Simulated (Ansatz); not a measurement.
Basis-set extrapolation for CH6BFSSi, SMILES `C[SiH2]B(F)S` (PBE0-D4/def2-TZVP geometry, frozen core, Ansatz). Multiplicity 1, RHF reference.

```json
{"": "HF", "def2-TZVPP": "-852.128052", "def2-QZVPP": "-852.155484"}
{"": "MP2 correlation", "def2-TZVPP": "-0.825267", "def2-QZVPP": "-0.891869"}
{"": "CCSD(T) correlation", "def2-TZVPP": "-0.914832", "def2-QZVPP": "not run"}
```

Energies in hartree. Use E(X) = E(∞) + A·exp(−7.88·√X) for Hartree–Fock and E(X) = E(∞) + B·X^(−2.97) for correlation, with X = 3 and 4, and add CCSD(T) minus MP2 of the smaller set to the MP2 limit.

Question: What is the CCSD(T) energy at the basis-set limit?

Answer: HF limit: -852.155484 + (-0.027432) × 0.13774 = -852.15926. MP2 limit: -0.891869 + (-0.066602) × 0.74074 = -0.94120. Higher-order term: -0.914832 − (-0.825267) = -0.08957. Total: -853.19003 hartree, 4.00 eV below CCSD(T)/def2-TZVPP.
